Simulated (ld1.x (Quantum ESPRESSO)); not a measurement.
**Wu–Cohen ultrasoft dataset for Pt (Z = 78), fully relativistic all-electron reference.**

Pt, ultrasoft, made with ld1.x (Quantum ESPRESSO) 7.5 (Wu–Cohen, fully relativistic). Core [Xe] 4f14, reference 5d9 6s0 6p0 (charge +1). Waves: 6s (bound, empty): rcut 2.30, rcutus 2.50 bohr; 6s channel at 2.05 Ry: rcut 2.30, rcutus 2.50 bohr; 6p (bound, empty): rcut 2.15, rcutus 2.90 bohr; 6p channel at 2.2 Ry: rcut 2.15, rcutus 2.90 bohr; 5d (bound): rcut 1.75, rcutus 2.05 bohr; 5d channel at -0.25 Ry: rcut 1.75, rcutus 2.05 bohr. Local part: all-electron potential smoothed inside 2.85 bohr (lloc = -1). Core correction: Bessel-smoothed model core, default radius (core density twice the valence density). Augmentation charge: PSQ, inside the norm-conserving radii.

Open shells are filled in proportion to 2j + 1 (rel_dist='average').

Poles of the logarithmic derivatives, all-electron (AE) and pseudo (PS). s: poles at -0.1 (AE) and -0.1 (PS) Ry. p1/2: poles at 0.8 (AE) and 0.8 (PS) Ry. p3/2: poles at 1.2 (AE) and 1.2 (PS) Ry. d3/2: poles at -1.0, 3.1 (AE) and -1.0, 3.1 (PS) Ry. d5/2: poles at -0.9, 3.2 (AE) and -0.9, 3.2 (PS) Ry. Test radius 3.16 bohr.

* Cutoffs needed: 25 Ry and 45 Ry (the cutoffs (Ry, on a coarse ladder) from which the occupation-weighted sum of valence levels, in a spherical-Bessel basis at the reference potential, stays within 10 and 1 mRy of its value at 400 Ry)
* Ghost test: no extra level below or beside the all-electron valence levels (s, p1/2, p3/2, d3/2, d5/2, f tested) (spherical-Bessel basis up to 400 Ry, 20 bohr box)
* Configuration tests: test run stopped at test 2 of 7 (negative rho)
* Lowest eigenvalue of the overlap operator: 0.60 (s channel)
* Density cutoff estimated by the generator: 147 Ry
